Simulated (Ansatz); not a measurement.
Basis-set extrapolation for BClFHS (`FB(S)Cl`) (PBE0-D4/def2-TZVP geometry, frozen core, the Gaussian-basis code of Ansatz). Multiplicity 1, RHF reference.

|  | def2-TZVPP | def2-QZVPP |
| --- | --- | --- |
| HF | -981.950480 | -981.979634 |
| MP2 correlation | -0.707317 | -0.773005 |
| CCSD(T) correlation | -0.771705 | not run |

Energies in hartree. Use E(X) = E(∞) + A·exp(−7.88·√X) for Hartree–Fock and E(X) = E(∞) + B·X^(−2.97) for correlation, with X = 3 and 4, and add CCSD(T) minus MP2 of the smaller set to the MP2 limit.

Question: What is the CCSD(T) energy at the basis-set limit?

Answer: HF limit: -981.979634 + (-0.029154) × 0.13774 = -981.98365. MP2 limit: -0.773005 + (-0.065688) × 0.74074 = -0.82166. Higher-order term: -0.771705 − (-0.707317) = -0.06439. Total: -982.86970 hartree, 4.01 eV below CCSD(T)/def2-TZVPP.
